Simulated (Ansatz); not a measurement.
## Ansatz input wanted

BClF2 has 4 atoms, charge 0, and is taken as a singlet. As SMILES, `FB(F)Cl`. Geometry: optimised at HF/3-21G.

```xyz
4

F    -0.1828   -1.2688   -0.5568
B    -0.0658   -0.0409   -0.0612
F    -1.0290    0.8361   -0.3259
Cl    1.3332    0.4135    0.9236
```

Settings wanted:

```
basis set              : 3-21G
integral approximation : automatic
temperatures           : (298.15, 298.15, 1) K
task                   : frequencies
method                 : HF
reference              : RHF
relativity             : none
accuracy               : medium
d and f functions      : spherical
```

**Question.** Give an Ansatz 0.2.0 job that does this.

**Answer.** One that was run (others would do as well):

input.yaml:
```yaml
crystal:
  periodic: [false, false, false]
  atoms:
    - symbol: F
      position_ang: [-0.182823, -1.268828, -0.556755]
    - symbol: B
      position_ang: [-0.065830, -0.040942, -0.061180]
    - symbol: F
      position_ang: [-1.029014, 0.836082, -0.325935]
    - symbol: Cl
      position_ang: [1.333167, 0.413488, 0.923570]
basis:
  gaussian: {orbitals: 3-21G.json}
phonons: {temperatures: {t_min: 298.15, t_max: 298.15, t_step: 1}}
hamiltonian: {xc: hf}
```

```bash
$ ansatz run input.yaml --threads 1 --pin off --max-ram 3480MiB --events-out events.jsonl --progress --plain --runs-dir runs
```

(Basis files named in the input come from the Basis Set Exchange and aren't shown.)

Calculated total energy: -679.82135 Eh, largest force 0.000 eV/Å.
